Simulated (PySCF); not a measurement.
Species: C4H8F2Si.
Geometry (PBE0-D3(BJ)/def2-SVP, Å), atoms numbered from 1 in this order:
```
atom  x, y, z in Å
F1    -0.1732   -1.1249   -1.7188
C2    -0.7717   -0.8589   -0.4897
C3    -1.0198    0.6421   -0.3849
C4     0.3244    1.3407   -0.1801
C5     1.0231    0.6945    1.0152
F6     2.3833    0.9252    0.9866
Si7    0.5244   -1.1626    0.8935
H8    -1.7080   -1.4373   -0.4356
H9    -1.5421    1.0086   -1.2830
H10   -1.6890    0.8282    0.4748
H11    0.2209    2.4305   -0.0609
H12    0.9523    1.1658   -1.0690
H13    0.6289    1.1257    1.9548
H14    1.6372   -2.0553    0.4693
H15   -0.1026   -1.6634    2.1549
```

Method: core-valence-separated Tamm–Dancoff BHandHLYP/aug-pcX-1 (pcseg-1 on H, def2-SVPD on Si) in PySCF, non-relativistic, gas phase, PBE0-D3(BJ)/def2-SVP geometry. Absolute energies from this functional tend to lie a few eV below measured edges; no shift was applied.

The lowest roots of each edge with f over 0.003 (five at most, numbered afresh; weaker and dark ones are left out), with transition dipoles (au) in the frame of the coordinates:

```
root  edge  E (eV)       μx       μy       μz
   1     C  285.72  -0.0394   0.0146   0.0188
   2     C  285.75  -0.0010  -0.0477   0.0036
   3     C  286.20  -0.0366   0.0056   0.0728
   4     C  286.22   0.0787   0.0191  -0.0147
   5     C  286.31   0.0290  -0.0072   0.0065
   6     F  684.73   0.0148  -0.0063  -0.0398
   7     F  684.86   0.0394   0.0089  -0.0040
   8     F  686.27   0.0043  -0.0001  -0.0142
   9     F  686.32  -0.0195  -0.0041   0.0029
  10     F  687.47  -0.0117   0.0074   0.0071
```

What are the oscillator strengths?

f = (2/3) ΔE |μ|², with ΔE in hartree (27.2114 eV):

| root | ΔE (Eh) | \|μ\|² (au) | f | core hole on |
| --- | --- | --- | --- | --- |
| 1 | 10.4999 | 0.002119 | 0.015 | C3/C4 |
| 2 | 10.5009 | 0.002289 | 0.016 | C3/C4 |
| 3 | 10.5175 | 0.006671 | 0.047 | C2/C5 |
| 4 | 10.5183 | 0.006775 | 0.048 | C2/C5 |
| 5 | 10.5215 | 0.000935 | 0.007 | C4 |
| 6 | 25.1632 | 0.001843 | 0.031 | F1 |
| 7 | 25.1683 | 0.001648 | 0.028 | F6 |
| 8 | 25.2200 | 0.000220 | 0.004 | F1 |
| 9 | 25.2219 | 0.000405 | 0.007 | F6 |
| 10 | 25.2639 | 0.000242 | 0.004 | F1 |

Molecules are fixed in this frame and the field points along x. What effective strengths 3 f cos²θ do the roots have (θ between field and μ)?

root 1 (C3/C4): 0.033, root 2 (C3/C4): 0.000, root 3 (C2/C5): 0.028, root 4 (C2/C5): 0.130, root 5 (C4): 0.018, root 6 (F1): 0.011, root 7 (F6): 0.078, root 8 (F1): 0.001, root 9 (F6): 0.019, root 10 (F1): 0.007. Root 4 is the strongest. Averaged over all orientations cos²θ is 1/3, which gives f back.

One conformer stands for the species.
